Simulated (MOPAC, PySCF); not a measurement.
H3ClSi3, SMILES `Cl[Si]1=[SiH][SiH2]1`, neutral singlet in the gas phase. 

Z-matrix (Å, degrees):
```
Si
H 1 1.4921
H 1 1.4921 2 106.52
Si 1 2.2708 2 122.44 3 -148.43
Cl 4 2.0405 1 146.02 2 71.82
Si 4 2.0996 5 150.14 1 -179.79
H 6 1.4881 4 152.42 5 -0.22
```
Charge 0, multiplicity 1.

All levels are single points at this geometry (PBE0-D3(BJ)/def2-TZVP); Pople sets use spherical d functions. Orbital energies aren't observables, and empty levels follow the basis.

M06-2X/def2-TZVP in PySCF gives dipole (D) = 1.06.

**Question.** Estimate the dipole (D) from each of these levels: B3LYP-D3(BJ)/def2-TZVP in PySCF; PBE-D3(BJ)/def2-TZVP in PySCF; B3LYP/6-311+G** in PySCF; B3LYP/LANL2DZ in PySCF; SVWN5/6-31G* in PySCF; PM3 in MOPAC; PM6 in MOPAC; PM7 in MOPAC.

**Answer.** 
```tsv
level	dipole (D)
B3LYP-D3(BJ)/def2-TZVP in PySCF	0.86
PBE-D3(BJ)/def2-TZVP in PySCF	0.76
B3LYP/6-311+G** in PySCF	1.28
B3LYP/LANL2DZ in PySCF	1.75
SVWN5/6-31G* in PySCF	1.13
PM3 in MOPAC	0.72
PM6 in MOPAC	1.75
PM7 in MOPAC	4.47
```
